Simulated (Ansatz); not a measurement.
Geometry optimisation, Ansatz, UKS PBE/def2-SVP.

Input:

```yaml
crystal:
  periodic: [false, false, false]
  atoms:
    - { symbol: Al, position_ang: [0.0, 0.0, 0.0] }
    - { symbol: F, position_ang: [0.0, 0.0, 1.94] }
    - { symbol: O, position_ang: [1.5415, 0.0, -0.89] }
    - { symbol: H, position_ang: [1.8414, -0.9519, -1.0449] }
    - { symbol: F, position_ang: [-1.4635, 0.0, -0.845] }
    - { symbol: Si, position_ang: [0.0, 0.0, 3.83] }
    - { symbol: H, position_ang: [-0.7436, -1.1581, 4.3174] }
    - { symbol: H, position_ang: [1.3747, -0.0649, 4.3174] }
    - { symbol: H, position_ang: [-0.6311, 1.223, 4.3174] }
magnetization:
  spin_polarized: true
  initial_magnetization: 1
basis:
  gaussian: { orbitals: def2-SVP }
hamiltonian:
  xc: pbe
relax:
  f_tol: 0.15
  max_steps: 25
  restrain:
    - { distance: [1, 5], at: 2.79, k: 30.0 }
    - { distance: [0, 1], at: 1.69, k: 30.0 }
```

Run as:

```bash
$ ansatz run input.yaml --threads 4 --pin off --max-ram 5120MiB --backend cpu --events-out ev --progress --plain --runs-dir out
```

Task: Where does it end, and by what steps?

Result: It converged. The restraints hold the end off the free minimum; the threshold counts their pulls, which the force column leaves out. Restrained pairs: F2–Si6 (1.89 → 2.80 Å), Al1–F2 (1.94 → 1.68 Å). After 7 steps the energy has fallen by 0.604 eV (the restraints' own energy left out); F2 moved furthest, 0.54 Å.

| step | energy less start (eV) | largest force component (eV/Å) | accepted |
| --- | --- | --- | --- |
| 0 | 0.0000 | 1.372 | yes |
| 1 | -0.1493 | 1.280 | yes |
| 2 | -0.2859 | 1.916 | yes |
| 3 | -0.4288 | 0.537 | yes |
| 4 | -0.5286 | 0.616 | yes |
| 5 | -0.4998 | 1.442 | no |
| 6 | -0.5851 | 0.415 | yes |
| 7 | -0.6042 | 0.412 | yes |

```xyz
9
Properties=species:S:1:pos:R:3
Al 0.004 -0.052 -0.273
F -0.069 0.030 1.409
O 1.469 -0.125 -1.113
H 2.026 -0.890 -1.308
F -1.465 0.049 -1.052
Si -0.001 0.005 4.205
H -0.790 -1.187 4.684
H 1.410 -0.062 4.733
H -0.664 1.280 4.657
```

Run time: 12 s on 4 threads of Arm Neoverse V2, on a shared host, peak memory 0.18 GiB.
